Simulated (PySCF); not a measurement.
**Trend along the alkali metals: MK cations**

r²SCAN with double-zeta basis sets in PySCF, for the lowest determinant that a PBE0 search found; no spin–orbit coupling. De refers to high-spin ground-configuration atoms (the charge goes to the atom of lower measured ionisation energy or higher electron affinity, which is not always the lowest computed limit). A positive dipole points towards K; it is taken about the centre of mass and depends on that origin.

```json
{"M": "Li", "basis": "aug-pcseg-1", "charged atom": "K+", "state (unpaired electrons)": "doublet (σ ↑)", "Re (Å)": "3.859", "ωe (cm⁻¹)": "147", "De (eV)": "0.57", "μ (D)": "-3.36"}
{"M": "Na", "basis": "pcseg-1", "charged atom": "K+", "state (unpaired electrons)": "doublet (σ ↑)", "Re (Å)": "4.073", "ωe (cm⁻¹)": "91.4", "De (eV)": "0.56", "μ (D)": "0.40"}
{"M": "K", "basis": "x2c-SVPall", "charged atom": "K+", "state (unpaired electrons)": "doublet (σ ↑)", "Re (Å)": "4.607", "ωe (cm⁻¹)": "68.5", "De (eV)": "0.83", "μ (D)": "n/a"}
{"M": "Rb", "basis": "def2-SVP", "charged atom": "Rb+", "state (unpaired electrons)": "doublet (σ ↑)", "Re (Å)": "4.756", "ωe (cm⁻¹)": "53.0", "De (eV)": "0.69", "μ (D)": "3.61"}
{"M": "Cs", "basis": "def2-SVP", "charged atom": "Cs+", "state (unpaired electrons)": "doublet (σ ↑)", "Re (Å)": "4.984", "ωe (cm⁻¹)": "49.2", "De (eV)": "0.56", "μ (D)": "4.38"}
```

The shortest bond is that of KLi⁺ (3.859 Å), the longest that of CsK⁺ (4.984 Å).

The rows differ in basis set, which adds steps of its own.

Down a group the atoms grow and get heavier, so bonds lengthen and wavenumbers fall; this series shows no clear exception.

Spin–orbit coupling is left out. For an ion De counts to the pair picked by the measured ionisation energies or electron affinities, which need not be the lowest pair at this level. States were picked by a PBE0 search and need not be the measured ground states.
